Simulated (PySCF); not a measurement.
**Radial density of S(3+) (sulfur, charge +3)**

UHF, [Ne] 3s2 3p1, 2P determinant. All numbers are calculated (PySCF 2.14, scalar relativity by spin-free X2C-1e, in x2c-TZVPall (5s5p2d1f, 37 functions)).

```json
{"r (bohr)": "0.00170", "4πr²ρ (e/bohr)": "0.1070", "4πr²(ρα − ρβ)": "0.0000"}
{"r (bohr)": "0.00286", "4πr²ρ (e/bohr)": "0.2864", "4πr²(ρα − ρβ)": "0.0000"}
{"r (bohr)": "0.00480", "4πr²ρ (e/bohr)": "0.7328", "4πr²(ρα − ρβ)": "0.0000"}
{"r (bohr)": "0.00808", "4πr²ρ (e/bohr)": "1.818", "4πr²(ρα − ρβ)": "0.0001"}
{"r (bohr)": "0.0136", "4πr²ρ (e/bohr)": "4.215", "4πr²(ρα − ρβ)": "0.0002"}
{"r (bohr)": "0.0229", "4πr²ρ (e/bohr)": "8.725", "4πr²(ρα − ρβ)": "0.0007"}
{"r (bohr)": "0.0385", "4πr²ρ (e/bohr)": "14.84", "4πr²(ρα − ρβ)": "0.0031"}
{"r (bohr)": "0.0647", "4πr²ρ (e/bohr)": "18.40", "4πr²(ρα − ρβ)": "0.0135"}
{"r (bohr)": "0.109", "4πr²ρ (e/bohr)": "14.83", "4πr²(ρα − ρβ)": "0.0527"}
{"r (bohr)": "0.183", "4πr²ρ (e/bohr)": "12.16", "4πr²(ρα − ρβ)": "0.1370"}
{"r (bohr)": "0.308", "4πr²ρ (e/bohr)": "17.37", "4πr²(ρα − ρβ)": "0.1593"}
{"r (bohr)": "0.518", "4πr²ρ (e/bohr)": "12.21", "4πr²(ρα − ρβ)": "0.0023"}
{"r (bohr)": "0.871", "4πr²ρ (e/bohr)": "3.038", "4πr²(ρα − ρβ)": "0.2462"}
{"r (bohr)": "1.47", "4πr²ρ (e/bohr)": "2.331", "4πr²(ρα − ρβ)": "0.7123"}
{"r (bohr)": "2.46", "4πr²ρ (e/bohr)": "0.5485", "4πr²(ρα − ρβ)": "0.2341"}
{"r (bohr)": "4.14", "4πr²ρ (e/bohr)": "0.008503", "4πr²(ρα − ρβ)": "0.0040"}
{"r (bohr)": "6.97", "4πr²ρ (e/bohr)": "1.028e-05", "4πr²(ρα − ρβ)": "0.0000"}
```

Densities and radii are taken from the X2C orbitals without a picture-change correction, which distorts them close to the nucleus.
